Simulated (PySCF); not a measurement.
Molfile (atoms numbered from 1):
```
C5H8Si
     RDKit          3D

 14 13  0  0  0  0  0  0  0  0999 V2000
    3.5372    0.5737    0.2717 C   0  0  0  0  0  0  0  0  0  0  0  0
    2.3226    0.0580    0.2705 C   0  0  0  0  0  0  0  0  0  0  0  0
    1.1537   -0.4459    0.2632 C   0  0  0  0  0  0  0  0  0  0  0  0
   -0.0643   -0.9649    0.2689 C   0  0  0  0  0  0  0  0  0  0  0  0
   -1.2143   -0.4620    1.0780 C   0  0  0  0  0  0  0  0  0  0  0  0
   -2.4172    0.5557    0.0162 Si  0  0  0  0  0  4  0  0  0  0  0  0
    4.3251    0.1707   -0.3730 H   0  0  0  0  0  0  0  0  0  0  0  0
    3.7949    1.4201    0.9167 H   0  0  0  0  0  0  0  0  0  0  0  0
   -0.2651   -1.8113   -0.4025 H   0  0  0  0  0  0  0  0  0  0  0  0
   -0.8693    0.1737    1.9081 H   0  0  0  0  0  0  0  0  0  0  0  0
   -1.7835   -1.3028    1.5096 H   0  0  0  0  0  0  0  0  0  0  0  0
   -2.9178   -0.2758   -1.1208 H   0  0  0  0  0  0  0  0  0  0  0  0
   -1.7221    1.7587   -0.5290 H   0  0  0  0  0  0  0  0  0  0  0  0
   -3.5828    0.9879    0.8483 H   0  0  0  0  0  0  0  0  0  0  0  0
  1  2  2  0
  2  3  2  0
  3  4  2  0
  4  5  1  0
  5  6  1  0
  1  7  1  0
  1  8  1  0
  4  9  1  0
  5 10  1  0
  5 11  1  0
  6 12  1  0
  6 13  1  0
  6 14  1  0
M  END
```

Geometry: PBE0-D3(BJ)/def2-SVP; GIAO absolute shieldings from PySCF, gas phase, non-relativistic, averaged over equivalent atoms.

At PBE0/STO-3G (42 basis functions, 3.7 s wall time on 1 thread of an Arm Neoverse V1, shared host):
```
      atoms  σ (ppm)
         C2     85.9
         C3     90.3
         C4    137.5
         C1    149.4
         C5    219.9
        Si6    580.9
         H9    27.43
      H7/H8    27.72
H12/H13/H14    30.71
    H10/H11    31.33
```

Question: Predict the values at PBE0/def2-TZVP on the same geometry.

Answer: 
| atoms | σ at PBE0/def2-TZVP | change |
| --- | --- | --- |
| C2 | 3.7 | -82.2 |
| C3 | 12.9 | -77.4 |
| C4 | 70.0 | -67.5 |
| C1 | 92.8 | -56.6 |
| C5 | 166.2 | -53.7 |
| Si6 | 397.3 | -183.6 |
| H9 | 25.53 | -1.90 |
| H7/H8 | 26.23 | -1.49 |
| H12/H13/H14 | 27.29 | -3.42 |
| H10/H11 | 29.47 | -1.86 |

The largest change is at Si6 (silicon bonded to C, 3 H). Cost: 240 basis functions, 31 s wall time on 1 thread of an Arm Neoverse V1, shared host. The order of the carbon signals is the same at both levels.
